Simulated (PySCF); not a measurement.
# Ce(NH2)4 at several levels of theory

Computed with PySCF 2.14.0 (density fitting, no spin-orbit coupling) at the geometry relaxed with PBE0:

```xyz
13
Ce(NH2)4 (singlet)
Ce    0.0000    0.0000    0.0000
N     1.2748    1.2352    1.3018
H     1.2134    1.3763    2.3090
H     2.1261    1.7012    0.9866
N    -1.2748   -1.3018    1.2352
H    -2.1261   -0.9866    1.7012
H    -1.2134   -2.3090    1.3763
N     1.2748   -1.2352   -1.3018
H     2.1261   -1.7012   -0.9866
H     1.2134   -1.3763   -2.3090
N    -1.2748    1.3018   -1.2352
H    -1.2134    2.3090   -1.3763
H    -2.1261    0.9866   -1.7012
```

```csv
level,basis,state,HOMO (eV),gap (eV),charge on Ce1 (e),population of f-type functions on Ce1 (polarisation alone where 4f lies in the core),dipole about the centre of mass (D),largest force component (eV/Å)
PBE0,"Ce lcecp-2-SVP with ECP46, N def2-SVP, H def2-SVP",singlet,–,–,1.21,0.13,0.00,0.01
TPSS,the same,singlet,–,–,1.07,0.12,0.00,0.33
PBE0,"Ce lcecp-2-TZVP with ECP46, N def2-TZVP, H def2-TZVP",singlet,–,–,1.73,0.15,0.00,0.32
```

In the lcecp rows the 4f levels are missing from HOMO and gap, and the state counts the valence alone.

Charges are Mulliken's, which hang on the basis. The relaxation used the grid (50, 194), these runs (75, 302) or, all-electron (x2c bases, spin-free X2C Hamiltonian), (99, 590).

(1) What does BLYP with Ce lcecp-2-SVP with ECP46, N def2-SVP, H def2-SVP give here?

Answers

(1) state singlet, charge on Ce1 (e) 0.90, population of f-type functions on Ce1 (polarisation alone where 4f lies in the core) 0.12, dipole about the centre of mass (D) 0.00, largest force component (eV/Å) 0.44. Time: 9.5 s on 2 threads of Arm Neoverse V1, on a shared host, from an already converged density.
